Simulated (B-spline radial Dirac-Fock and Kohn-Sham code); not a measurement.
## What relativity does to the binding energies of Sr²⁴⁺

System: Sr²⁴⁺, configuration [Ne] 3s2 3p2.

Both columns are ΔSCF binding energies of the configuration average from a radial atomic solver: non-relativistic Hartree-Fock with a point nucleus, and Dirac-Fock with a finite nucleus and the Coulomb interaction alone, averaged over the two j levels with weights 2j+1.

```
shell  Hartree-Fock (eV)  Dirac-Fock (eV)  shift (eV)  shift (%)
   1s            16961.6          17290.2     +328.62      +1.94
   2s             3237.8           3318.8      +80.98      +2.50
   2p             3042.8           3066.1      +23.37      +0.77
   3s             1203.3           1225.2      +21.92      +1.82
   3p             1145.1           1153.5       +8.33      +0.73
```

Relativity binds 1s, 2s, 2p, 3s, 3p more strongly, among those listed most of all 2s in relative terms.

Values without a named source are computed, but for edge energies of neutral atoms, which are taken from tables.
